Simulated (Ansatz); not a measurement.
In4As5H16⁺. Total charge 1; singlet. Geometry r2SCAN-D4/def2-SVP.

| atom | x (Å) | y (Å) | z (Å) |
| --- | --- | --- | --- |
| In1 | -1.801 | 0.918 | -1.860 |
| In2 | -1.243 | -2.964 | 1.268 |
| In3 | 2.815 | -0.743 | -1.694 |
| In4 | 0.697 | 1.524 | 2.176 |
| As5 | 0.635 | 0.484 | -2.855 |
| As6 | -2.397 | -1.421 | -0.717 |
| As7 | -1.107 | 2.325 | 0.336 |
| As8 | -0.383 | -0.834 | 2.803 |
| As9 | 2.711 | 0.846 | 0.562 |
| H10 | -2.985 | 1.666 | -2.845 |
| H11 | 0.197 | -3.530 | 0.544 |
| H12 | -2.577 | -3.595 | 2.128 |
| H13 | 4.171 | -0.186 | -2.566 |
| H14 | 2.168 | -2.231 | -1.155 |
| H15 | 0.996 | 2.656 | 3.426 |
| H16 | 0.352 | -0.196 | -4.174 |
| H17 | 1.026 | 1.824 | -3.434 |
| H18 | -2.557 | -2.324 | -1.918 |
| H19 | -3.873 | -1.273 | -0.426 |
| H20 | -2.377 | 2.680 | 1.071 |
| H21 | -0.746 | 3.724 | -0.101 |
| H22 | -1.457 | -0.455 | 3.797 |
| H23 | 0.596 | -1.383 | 3.816 |
| H24 | 3.394 | 2.166 | 0.287 |
| H25 | 3.746 | 0.321 | 1.531 |

In the def2 sets In takes a core potential, while STO-3G treats all electrons; there is no spin–orbit coupling. Single mean-field runs in def2-TZVP are fitted with def2-universal-jkfit.

(1) Estimate the orbital energies around the gap (eV) in Ansatz with HF/STO-3G, PBE-D4/def2-TZVP, r2SCAN-D4/def2-TZVP, PBE0-D4/def2-SVP, BHLYP-D4/def2-TZVP.

Answers

(1) 
```csv
orbital,HF/STO-3G,PBE-D4/def2-TZVP,r2SCAN-D4/def2-TZVP,PBE0-D4/def2-SVP,BHLYP-D4/def2-TZVP
HOMO−5,-11.70,-10.13,-10.41,-11.23,-12.37
HOMO−4,-11.36,-9.95,-10.20,-10.92,-11.74
HOMO−3,-11.14,-9.85,-10.10,-10.82,-11.72
HOMO−2,-11.10,-9.79,-10.05,-10.79,-11.62
HOMO−1,-10.72,-9.63,-9.88,-10.61,-11.54
HOMO,-10.57,-9.54,-9.78,-10.50,-11.35
LUMO,3.96,-5.27,-5.04,-4.47,-3.73
LUMO+1,4.14,-5.24,-5.02,-4.36,-3.59
LUMO+2,4.35,-5.04,-4.85,-4.23,-3.49
LUMO+3,4.48,-4.95,-4.74,-4.15,-3.41
LUMO+4,4.91,-4.73,-4.47,-4.00,-3.32
LUMO+5,6.39,-4.54,-4.28,-3.59,-3.02
```
